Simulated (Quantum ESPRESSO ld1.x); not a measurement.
Results of a calculation; reference values are marked as such.
Question: Species: Os VII. Configuration: [Xe] 4f14 5d2. Level of theory: Dirac Kohn-Sham, LDA (Slater exchange, Perdew-Zunger correlation), spin-unpolarised, spherical densities, point nucleus; open shells are shared between the two j in proportion to 2j + 1 (ld1.x of Quantum ESPRESSO 7.5).

Spin-orbit splittings of the eigenvalues, e(l+1/2) - e(l-1/2), with zeta = 2 splitting/(2l+1) and mean radii in bohr:

shell  occ.  splitting (eV)  zeta (eV)  <r> j=l-1/2  <r> j=l+1/2
2p        6            1530       1020      0.06132      0.06951
3p        6               ?          ?       0.1836       0.1987
3d       10           72.31      28.93       0.1735       0.1781
4p        6           78.61      52.41       0.4357       0.4696
4d       10           14.57      5.827       0.4824       0.4938
4f       14           2.831     0.8089       0.5483       0.5560
5p        6           13.36      8.910        1.066        1.150
5d        2           1.698     0.6793        1.410        1.439

Estimate the 3p splitting.

Answer: 333.6 eV (zeta = 222.4 eV).
